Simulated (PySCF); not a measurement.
**ZnPb⁺: frontier orbitals**

PBE0 at R = 2.860 Å; Zn def2-SVP, Pb def2-SVP with ECP60; scalar-relativistic core potentials (PySCF 2.14). State: ²Σ⁺ (doublet), unpaired electrons σ ↑, a second solution, started from another occupation. Only the outer orbitals are listed, counted within each symmetry, core potentials removing the inner ones.

```tsv
spin	orbital	occ.	ε (eV)	on Zn (%)	main shells (%)
α	9σ	1	-19.88	6	94 Pb s
α	2δ	1	-18.00	100	100 Zn d
α	2δ	1	-18.00	100	100 Zn d
α	5π	1	-17.97	100	100 Zn d
α	5π	1	-17.97	100	100 Zn d
α	10σ	1	-17.93	96	95 Zn d
α	11σ	1	-12.36	58	57 Zn s, 39 Pb p
α	12σ	1	-9.12	55	46 Pb p, 41 Zn s, 14 Zn p
α	6π	0	-8.68	3	97 Pb p
α	6π	0	-8.68	3	97 Pb p
α	7π	0	-3.43	90	90 Zn p
β	9σ	1	-19.49	8	91 Pb s
β	2δ	1	-17.93	100	100 Zn d
β	2δ	1	-17.93	100	100 Zn d
β	5π	1	-17.91	100	100 Zn d
β	5π	1	-17.91	100	100 Zn d
β	10σ	1	-17.82	95	94 Zn d
β	11σ	1	-11.73	58	54 Zn s, 38 Pb p
β	6π	0	-8.50	3	97 Pb p
β	6π	0	-8.50	3	97 Pb p
β	12σ	0	-6.78	56	48 Zn s, 45 Pb p, 8 Zn p
```

Problem. Which are the highest filled and the lowest empty level, where do they sit, and how wide is the gap?

Solution. Highest filled α 12σ at -9.12 eV (in %: 46 Pb p, 41 Zn s, 14 Zn p); lowest empty α 6π at -8.68 eV (in %: 97 Pb p); the gap at PBE0 is 0.44 eV.

```json
{
  "bond order (Mayer)": "0.72",
  "⟨S²⟩": "0.758",
  "charge on Zn (Mulliken, basis-dependent)": "0.25",
  "charge on Zn (Löwdin, basis-dependent)": "0.29",
  "dipole moment (positive dipole points towards Pb; it is taken about the centre of mass and depends on that origin)": "-0.19 D"
}
```

Spin–orbit coupling is left out, which matters for elements this heavy, above all for dissociation energies.
